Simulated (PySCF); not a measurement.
# Pt: excitation energy

Pt [Xe] 4f14 5d9 6s1 (3D) → Pt [Xe] 4f14 5d8 6s2 (3F), as a difference of total energies. All numbers are calculated (PySCF 2.14, scalar relativity through the core potential, in def2-TZVPPD with the def2 core potential (60 electrons) (6s5p3d2f1g, 59 functions)). Correlated levels: valence and next inner shell: nothing frozen outside the core potential. The calculations carry no spin-orbit coupling.

```
                                method  excitation energy (eV)
                                   UHF                   0.342
    MP2 (valence and next inner shell)                   0.560
SCS-MP2 (valence and next inner shell)                   0.413
   CCSD (valence and next inner shell)                   0.427
CCSD(T) (valence and next inner shell)                   0.427
```

Q: How much does correlation contribute at CCSD(T) (valence and next inner shell)?

A: 0.427 − (0.342) = 0.085 eV, measured against UHF.

Errors of the correlated levels include the incompleteness of this basis.

For comparison: 0.397 eV (measured; NIST levels, between the centres of gravity of the two terms).
